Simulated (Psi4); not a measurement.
C₂H₄Cl₂O₂Si, singlet, at a GFN2-xTB geometry, atoms displaced at random by about 0.08 Å a coordinate; B3LYP/STO-3G, gradient in Psi4.

Here is a job for Psi4.
```
memory 2 GB

molecule {
0 1
  Si    0.82164474    0.16344402   -0.35799525
  Cl    1.46307649   -0.38086055    1.42885327
  Cl    1.30642970    1.72374780   -0.92266552
  O    -0.91466044    0.22956453   -0.26729451
  C    -1.86157440   -1.00140024    0.06502543
  C    -3.22565379   -0.34795219    0.03107268
  O    -1.33041830   -2.13745548   -0.00536108
  H     1.09009835   -0.96967510   -1.32559429
  H    -3.78961591   -1.19152665    0.21074852
  H    -3.16641355    0.22289779    0.99429372
  H    -3.48756434    0.18485588   -0.64784813
symmetry c1
no_reorient
no_com
}

set basis sto-3g

gradient('b3lyp')
print_variables()
```

The log (banner, timings and long lists left out):

```
gradient() will perform analytic gradient computation.

   => Loading Basis Set <=

    Name: STO-3G
    Role: ORBITAL
    Keyword: BASIS

         ---------------------------------------------------------
                                   SCF
               by Justin Turney, Rob Parrish, Andy Simmonett
                          and Daniel G. A. Smith
                              RKS Reference
         ---------------------------------------------------------

  ==> Geometry <==

    Molecular point group: c1
    Full point group: C1

    Geometry (in Angstrom), charge = 0, multiplicity = 1:

       Center              X                  Y                   Z               Mass
    ------------   -----------------  -----------------  -----------------  -----------------
         SI           0.821644740000     0.163444020000    -0.357995250000    27.976926534650
         CL           1.463076490000    -0.380860550000     1.428853270000    34.968852682000
         CL           1.306429700000     1.723747800000    -0.922665520000    34.968852682000
         O           -0.914660440000     0.229564530000    -0.267294510000    15.994914619570
         C           -1.861574400000    -1.001400240000     0.065025430000    12.000000000000
         C           -3.225653790000    -0.347952190000     0.031072680000    12.000000000000
         O           -1.330418300000    -2.137455480000    -0.005361080000    15.994914619570
         H            1.090098350000    -0.969675100000    -1.325594290000     1.007825032230
         H           -3.789615910000    -1.191526650000     0.210748520000     1.007825032230
         H           -3.166413550000     0.222897790000     0.994293720000     1.007825032230
         H           -3.487564340000     0.184855880000    -0.647848130000     1.007825032230

  Running in c1 symmetry.

  Rotational constants: A =      0.07224  B =      0.03283  C =      0.02517 [cm^-1]
  Rotational constants: A =   2165.56489  B =    984.15615  C =    754.44904 [MHz]
  Nuclear repulsion =  536.792044166746791

  Charge       = 0
  Multiplicity = 1
  Electrons    = 80
  Nalpha       = 40
  Nbeta        = 40

  ==> Algorithm <==

  SCF Algorithm Type is DF.
  DIIS enabled.
  MOM disabled.
  Fractional occupation disabled.
  Guess Type is SAD.
  Energy threshold   = 1.00e-08
  Density threshold  = 1.00e-08
  Integral threshold = 1.00e-12

  ==> Primary Basis <==

  Basis Set: STO-3G
    Blend: STO-3G
    Number of shells: 31
    Number of basis functions: 51
    Number of Cartesian functions: 51
    Spherical Harmonics?: true
    Max angular momentum: 1

  ==> DFT Potential <==

   => LibXC <=

    Version 7.1.2
    S. Lehtola, C. Steigemann, M. J. T. Oliveira, and M. A. L. Marques,  SoftwareX 7, 1–5 (2018) (10.1016/j.softx.2017.11.002)

   => Composite Functional: B3LYP <=

    B3LYP Hyb-GGA Exchange-Correlation Functional

    P. J. Stephens, F. J. Devlin, C. F. Chabalowski, and M. J. Frisch,  J. Phys. Chem. 98, 11623 (1994) (10.1021/j100096a001)

    Deriv               =              1
    GGA                 =           TRUE
    Meta                =          FALSE

    Exchange Hybrid     =           TRUE
    MP2 Hybrid          =          FALSE

   => Exchange Functionals <=

    0.0800   Slater exchange
    0.7200         Becke 88

   => Exact (HF) Exchange <=

    0.2000               HF

   => Correlation Functionals <=

    0.1900   Vosko, Wilk & Nusair (VWN5_RPA)
    0.8100   Lee, Yang & Parr

   => LibXC Density Thresholds  <==

    XC_HYB_GGA_XC_B3LYP:  1.00E-15

   => Molecular Quadrature <=

    Radial Scheme          =       TREUTLER
    Pruning Scheme         =           NONE
    Nuclear Scheme         =       TREUTLER

    Blocking Scheme        =         OCTREE
    BS radius alpha        =              1
    Pruning alpha          =              1
    Radial Points          =             75
    Spherical Points       =            302
    Total Points           =         229380
[...]
  @DF-RKS Final Energy: -1422.47482776112793
    Total Energy =                      -1422.4748277611279264
[...]
         O           -1.330418300000    -2.137455480000    -0.005361080000    15.994914619570
         H            1.090098350000    -0.969675100000    -1.325594290000     1.007825032230
         H           -3.789615910000    -1.191526650000     0.210748520000     1.007825032230
         H           -3.166413550000     0.222897790000     0.994293720000     1.007825032230
         H           -3.487564340000     0.184855880000    -0.647848130000     1.007825032230

  Nuclear repulsion =  536.792044166746791

  ==> Basis Set <==

  Basis Set: STO-3G
    Blend: STO-3G
    Number of shells: 31
    Number of basis functions: 51
    Number of Cartesian functions: 51
    Spherical Harmonics?: true
    Max angular momentum: 1

  ==> DFJKGrad: Density-Fitted SCF Gradients <==

    Gradient:                    1
    J tasked:                  Yes
    K tasked:                  Yes
    wK tasked:                  No
    Integrals threads:           1
    Schwarz Cutoff:          1E-12
    Fitting Condition:       1E-10

   => Auxiliary Basis Set <=

  Basis Set: (STO-3G AUX)
    Blend: DEF2-UNIVERSAL-JKFIT
    Number of shells: 238
    Number of basis functions: 760
    Number of Cartesian functions: 909
    Spherical Harmonics?: true
    Max angular momentum: 4

  ==> DFT Potential <==

   => LibXC <=

    Version 7.1.2
    S. Lehtola, C. Steigemann, M. J. T. Oliveira, and M. A. L. Marques,  SoftwareX 7, 1–5 (2018) (10.1016/j.softx.2017.11.002)

   => Composite Functional: B3LYP <=

    B3LYP Hyb-GGA Exchange-Correlation Functional

    P. J. Stephens, F. J. Devlin, C. F. Chabalowski, and M. J. Frisch,  J. Phys. Chem. 98, 11623 (1994) (10.1021/j100096a001)

    Deriv               =              1
    GGA                 =           TRUE
    Meta                =          FALSE

    Exchange Hybrid     =           TRUE
    MP2 Hybrid          =          FALSE

   => Exchange Functionals <=

    0.0800   Slater exchange
    0.7200         Becke 88

   => Exact (HF) Exchange <=

    0.2000               HF

   => Correlation Functionals <=

    0.1900   Vosko, Wilk & Nusair (VWN5_RPA)
    0.8100   Lee, Yang & Parr

   => LibXC Density Thresholds  <==

    XC_HYB_GGA_XC_B3LYP:  1.00E-15

   => Molecular Quadrature <=

    Radial Scheme          =       TREUTLER
    Pruning Scheme         =           NONE
    Nuclear Scheme         =       TREUTLER

    Blocking Scheme        =         OCTREE
    BS radius alpha        =              1
    Pruning alpha          =              1
    Radial Points          =             75
    Spherical Points       =            302
    Total Points           =         229380
    Total Blocks           =           1771
    Max Points             =            256
    Max Functions          =             45
    Weights Tolerance      =       1.00E-15

  -Total Gradient:
     Atom            X                  Y                   Z
    ------   -----------------  -----------------  -----------------
       1        0.157123390036     0.326424490839    -0.028403447588
       2       -0.032084418391     0.018773919602    -0.067707441783
       3       -0.101369683409    -0.305914044116     0.110408253392
       4        0.034983497158     0.027232005129    -0.020515216086
       5       -0.124284007370    -0.053788461945     0.071326733508
       6       -0.100455878010     0.132754892494    -0.253961105748
       7        0.028873743663    -0.009415843923    -0.015847916824
       8       -0.008087889301    -0.021573906947    -0.015756507552
       9        0.061784951747     0.039759771438    -0.005835076765
      10        0.016117100340    -0.000205455062     0.014529755216
      11        0.067260574992    -0.154020581122     0.212112218688

  Variable Map:
  ----------------------------------------------------------------------------
[...]
  Array Variable Map:
  ----------------------------------------------------------------------------
[...]
[...]
```
